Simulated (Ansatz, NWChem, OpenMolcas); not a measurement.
**How basis sets differ on Cu2 (SMILES [Cu][Cu])**

The species is Cu2 (2 atoms), meant as a singlet with charge 0. As SMILES, `[Cu][Cu]`. The bond length is the measured one.

```xyz
2

Cu    0.0000    0.0000    0.0000
Cu    0.0000    0.0000    2.2197
```

Each level gives the HOMO–LUMO gap (eV). The values are calculated.

```tsv
level	kind	program	value (eV)	CPU time
HF/STO-3G	Hartree–Fock	OpenMolcas	6.31	2.4 s
HF/3-21G	Hartree–Fock	OpenMolcas	7.23	3.1 s
HF/def2-SVP	Hartree–Fock	NWChem	6.68	12 s
HF/6-31G** (spherical functions)	Hartree–Fock	NWChem	6.57	29 s
HF/def2-SVPD	Hartree–Fock	OpenMolcas	6.69	4.5 s
HF/6-31G** (Cartesian functions)	Hartree–Fock	Ansatz	6.58	0.89 s
```

The values span 6.31 to 7.23 eV. A Hartree–Fock LUMO above zero doesn't converge with the basis: it sinks as sets grow more diffuse. Orbital gaps aren't excitation energies. Times are those of the runs behind each value, whatever else they computed, on shared processors of several kinds: orders of magnitude only.
